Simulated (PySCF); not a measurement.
# Magnetisability: SMILES O=C(Cl)c1sccc1F, C5H2ClFOS

Cartesian coordinates in Å; atom numbers follow the order of the lines, from 1:
```xyz
11

O     2.8277    0.8159    0.1674
C     2.1146   -0.1124   -0.0307
Cl    2.8070   -1.7202   -0.3777
C     0.6756   -0.1540   -0.0368
S    -0.2223   -1.6000   -0.3479
C    -1.7035   -0.7703   -0.1661
C    -1.5468    0.5539    0.1204
C    -0.1891    0.9026    0.1932
F     0.2169    2.1368    0.4594
H    -2.6271   -1.3024   -0.2807
H    -2.3477    1.2528    0.2736
```

Method: PySCF, GIAO KT3/pcSseg-1 magnetisability, rotational g tensor and spin-rotation constants, non-relativistic, gas phase. Geometry: GFN2-xTB.

**Question.** What are the magnetisability and the molar susceptibility?

**Answer.** Isotropic -1313 × 10⁻³⁰ J/T², or -79.1 × 10⁻⁶ cm³/mol; principal values -1700, -1175, -1063 × 10⁻³⁰ J/T², anisotropy 589 × 10⁻³⁰ J/T² (root of half the summed squared differences of the principal values). The susceptibility is in cgs units.

**Question.** Split it along the inertial axes a, b, c into diamagnetic and paramagnetic parts about the centre of mass, with the quadrupole moment.

**Answer.** 
| axis | χ (10⁻⁶ cm³/mol) | diamagnetic (10⁻⁶ cm³/mol) | paramagnetic (10⁻⁶ cm³/mol) | summed x² of all electrons (Å²) | quadrupole Θ (D Å) |
| --- | --- | --- | --- | --- | --- |
| a | -69.2 | -693.2 | 624.0 | 254.9 | +5.21 |
| b | -65.6 | -1138.1 | 1072.5 | 150.0 | -2.87 |
| c | -102.4 | -1717.7 | 1615.3 | 13.4 | -2.34 |

Anisotropies 2χaa − χbb − χcc = +29.7 and 2χbb − χaa − χcc = +40.4 × 10⁻⁶ cm³/mol. Θ is traceless in Buckingham's convention.

**Question.** And the rotational g tensor?

**Answer.** 
```csv
axis,rotational constant (GHz),g,nuclear part,electronic part
a,1.8548,-0.0390,0.5048,-0.5438
b,1.0675,-0.0219,0.5161,-0.5379
c,0.6776,-0.0023,0.5119,-0.5142
```
Asymmetric top; isotopes 12C, 35Cl, 19F, 1H, 16O, 32S; no vibrational averaging.
